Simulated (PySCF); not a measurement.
## Electronic absorption of C4H7N3OSi

Species: C4H7N3OSi.
SMILES with atom numbers: `[CH3:1][C:2](=[O:3])[c:4]1[n:5][nH:6][n:7][c:8]1[SiH3:9]` (hydrogens: H10, H11, H12 on C1; H13 on N6; H14, H15, H16 on Si9)

Computed with TDDFT PBE0/def2-SVPD, vertical, gas phase, core orbitals frozen in the response in PySCF. Geometry: GFN2-xTB, one conformer, isolated molecule. Torsions of this conformer, `[CH3:1][C:2](=[O:3])[c:4]1[n:5][nH:6][n:7][c:8]1[SiH3:9]`: C1–C2–C4–N5 0°.

What does the calculation give for the low-lying excited states?

```
state  E (eV)  ν̃ (cm⁻¹)       f  symmetry  main configurations (H = HOMO, L = LUMO)
   S1    4.04      32550  0.0001         –                                 H→L (95%)
   S2    5.62      45320   0.123        A′                               H-1→L (92%)
   S3    5.68      45820  0.0004         –                               H-3→L (88%)
   S4    5.92      47760  0.0012         –                               H-4→L (78%)
   S5    6.12      49370  0.0002         –                               H→L+1 (87%)
   S6    6.15      49630   0.050        A′                H-2→L (75%), H-1→L+1 (19%)
   S7    6.62      53370  0.0052        A″                             H-3→L+1 (89%)
   S8    6.76      54560  0.0001         –                               H-5→L (88%)
```

Triplets (Tamm–Dancoff): T1 3.51 eV, H→L (92%); T2 4.23 eV, H-1→L (74%), H-2→L (19%); T3 4.86 eV, H-2→L (46%), H-1→L (18%), H-2→L+1 (18%).

The lowest singlet comes at 307 nm (389 kJ/mol) in the ultraviolet; it is dark (f under 0.0005); its leading configuration is HOMO→LUMO (95%). The most intense listed level is S2 at 5.62 eV (221 nm, f = 0.123), 1.58 eV above S1. Löwdin shares by element: HOMO oxygen 55%, carbon 27% or more (atoms not listed hold the other 18%); LUMO carbon 34% or more, oxygen 24%, nitrogen 18% or more (atoms not listed hold the other 24%). The listed states span 2.73 eV, and the widest gap between neighbours is 1.58 eV (S1 to S2). Orbital energies (eV): HOMO-3 -8.94, HOMO-2 -8.92, HOMO-1 -8.31, HOMO -7.83, LUMO -1.83, LUMO+1 -0.53, LUMO+2 0.61. Weighted by f, the mean energy of these states is 5.80 eV. No computed singlet lies in the visible range (380 to 750 nm); the lowest, at 307 nm, stands 0.77 eV above its violet end (3.26 eV). Symmetry labels in Cs follow from the direction of the transition dipole and are given only for states with f of 0.002 or more. Singlets were solved by full linear response, triplets in the Tamm–Dancoff approximation.

The run took 50 s of wall time on an Arm Neoverse V1 with one thread (shared host).
